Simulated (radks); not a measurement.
Results of a calculation; reference values are marked as such.
Task: Valence configurations of the osmium ion Os3+ (all share [Xe]). Level of theory: scalar-relativistic Kohn-Sham, SCAN, spin-polarised, spherical densities, finite nucleus; open shells are filled with parallel spins first (spin-orbit coupling, left out, can overturn this in heavy ions); meta-GGA in the generalised Kohn-Sham scheme; Fermi nuclear charge, rms radius 5.4126 fm (a radial shooting solver on a logarithmic mesh with Libxc functionals). Order these by energy: 4f12.5 5d6.5; 4f12 5d7; 4f14 5d5; 4f14 5d4 6s1; 4f14 5d3 6p2; 4f13.5 5d5.5; 4f14 5d4.5 6s0.5; 4f13 5d5 6p1; 4f13 5d5 6s1; 4f13 5d6.

Result: From the lowest, in eV above it: 4f14 5d5 0.000; 4f14 5d4.5 6s0.5 2.874; 4f14 5d4 6s1 5.742; 4f13.5 5d5.5 26.421; 4f14 5d3 6p2 31.846; 4f13 5d6 54.695; 4f13 5d5 6s1 57.145; 4f13 5d5 6p1 66.798; 4f12.5 5d6.5 84.916; 4f12 5d7 117.16. NIST lists [Xe] 4f14 5d5 as the ground configuration; this level of theory agrees among the configurations tried. The energies are those of spherical high-spin densities, not of single terms.
